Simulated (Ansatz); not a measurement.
Two members of one family (Series BEt2X), computed with Ansatz in the gas phase. Binding counts from free atoms in the multiplicity of their measured ground term, without zero-point energy. A dash marks a value that wasn't run or was left out as unsound. The structures are stationary points that may keep the symmetry of their start.

First: BEt2(CN) (singlet, charge 0, PBE-D4/def2-SVP geometry).

```xyz
17

B    -0.037   -0.103   -0.005
C    -0.896    1.057   -0.624
C    -1.965    0.721   -1.668
H    -0.229    1.883   -0.958
H    -1.382    1.478    0.297
H    -2.579    1.604   -1.935
H    -1.506    0.343   -2.604
H    -2.652   -0.071   -1.305
C     1.387    0.131    0.613
C     1.905   -0.837    1.682
H     1.497    1.195    0.923
H     2.031    0.062   -0.305
H     2.964   -0.642    1.943
H     1.314   -0.752    2.618
H     1.827   -1.891    1.347
C    -0.619   -1.545   -0.007
N    -1.061   -2.634   -0.012
```

```
              level  HOMO (eV)  LUMO (eV)  gap (eV)  vertical IE (eV)  vertical triplet (eV)  binding per atom (eV)
    PBE-D4/def2-SVP      -7.27      -2.96      4.32                 –                      –                   4.47
   PBE-D4/def2-TZVP      -7.39      -3.11      4.28             10.09                   4.10                   4.43
r2SCAN-D4/def2-TZVP      -7.66      -2.87      4.79                 –                   4.18                   4.33
   PBE0-D4/def2-SVP      -8.68      -2.05      6.63                 –                      –                   4.40
  PBE0-D4/def2-TZVP      -8.73      -2.16      6.58             10.58                   4.50                   4.35
```

Second: BEt2(OiPr) (singlet, charge 0, PBE-D4/def2-SVP geometry).

```xyz
26

B    -0.594   -0.424   -0.368
C    -1.374   -0.734   -1.717
C    -2.473    0.273   -2.097
H    -1.843   -1.738   -1.570
H    -0.651   -0.865   -2.551
H    -3.030   -0.038   -3.005
H    -3.220    0.398   -1.285
H    -2.050    1.279   -2.305
C    -1.351    0.025    0.962
C    -1.297    1.552    1.173
H    -0.929   -0.485    1.857
H    -2.414   -0.295    0.906
H    -1.860    1.871    2.075
H    -0.255    1.917    1.292
H    -1.729    2.097    0.308
O     0.766   -0.565   -0.435
C     1.688   -0.376    0.648
C     2.621    0.777    0.286
C     2.430   -1.690    0.878
H     1.129   -0.112    1.574
H     3.169    0.550   -0.651
H     3.361    0.952    1.092
H     2.048    1.713    0.131
H     1.722   -2.500    1.146
H     2.969   -1.994   -0.042
H     3.168   -1.587    1.699
```

Problem. Estimate the same table for the second.

Solution. 
| level | HOMO (eV) | LUMO (eV) | gap (eV) | vertical IE (eV) | vertical triplet (eV) | binding per atom (eV) |
| --- | --- | --- | --- | --- | --- | --- |
| PBE-D4/def2-SVP | -6.04 | -0.40 | 5.64 | – | – | 4.30 |
| PBE-D4/def2-TZVP | -6.16 | -0.61 | 5.55 | 8.86 | 5.30 | 4.25 |
| r2SCAN-D4/def2-TZVP | -6.42 | -0.23 | 6.19 | – | 5.48 | 4.19 |
| PBE0-D4/def2-SVP | -7.47 | 0.57 | 8.04 | – | – | 4.25 |
| PBE0-D4/def2-TZVP | -7.53 | 0.35 | 7.88 | 9.32 | 5.77 | 4.20 |
